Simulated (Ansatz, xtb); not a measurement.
**C5H5F3O: which of two isomers lies lower**

We compare X, `C/C=C\C(=O)C(F)(F)F`, a singlet, with Y, `C=CC(=O)CC(F)(F)F`, a singlet. Both are isolated molecules in the gas phase, relaxed with PBE0-D3(BJ)/def2-SVP, each in the lowest conformer that the search found.

Quicker runs give these differences E(Y) − E(X): GFN2-xTB −2.8 kcal/mol; HF/STO-3G −2.0 kcal/mol (at GFN2-xTB geometries); r2SCAN-D4/def2-SVP −3.2 kcal/mol (at GFN2-xTB geometries).

Problem. Estimate E(Y) − E(X) at the level CCSD(T)/def2-SVP + ΔMP2/def2-TZVPP.

Solution. Calculated at CCSD(T)/def2-SVP + ΔMP2/def2-TZVPP: E(Y) − E(X) = −5.3 kcal/mol, so structure Y lies lower.

How the difference moves with the method:

```tsv
level	geometry	E(Y) − E(X) (kcal/mol)	departure from the last row (kcal/mol)	job, with rough time for the two
GFN2-xTB	GFN2-xTB	−2.8	+2.5	optimisation, 0.17 s
HF/STO-3G	GFN2-xTB	−2.0	+3.3	single point, 0.44 s
r2SCAN-D4/def2-SVP	GFN2-xTB	−3.2	+2.1	single point, 3.8 s
PBE0-D3(BJ)/def2-SVP	PBE0-D3(BJ)/def2-SVP	−3.4	+1.9	optimisation, 93 s
HF/def2-SVP	PBE0-D3(BJ)/def2-SVP	−5.8	−0.5	part of the CCSD(T) run
MP2/def2-SVP	PBE0-D3(BJ)/def2-SVP	−5.0	+0.4	part of the CCSD(T) run
CCSD(T)/def2-SVP	PBE0-D3(BJ)/def2-SVP	−5.4	0.0	single point
CCSD(T)/def2-SVP + ΔMP2/def2-TZVPP	PBE0-D3(BJ)/def2-SVP	−5.3		single point, 2.8 min
```

As drawn, both hold the same kinds of bond in the same numbers. Structure X has 1 methyl group, Y 0.

None of the levels shown reverses the order. The largest departure from CCSD(T)/def2-SVP + ΔMP2/def2-TZVPP is that of HF/STO-3G, 3.3 kcal/mol. A small imaginary or near-zero mode remains, so no thermal terms are given. The last row adds to CCSD(T) the change of the MP2 difference between the two basis sets, here 0.0 kcal/mol.

The correlated steps freeze 9 core orbitals. Codes used: Ansatz 0.2.0, xtb 6.7.1; the last row on 4 threads of Arm Neoverse V1 on a shared host.
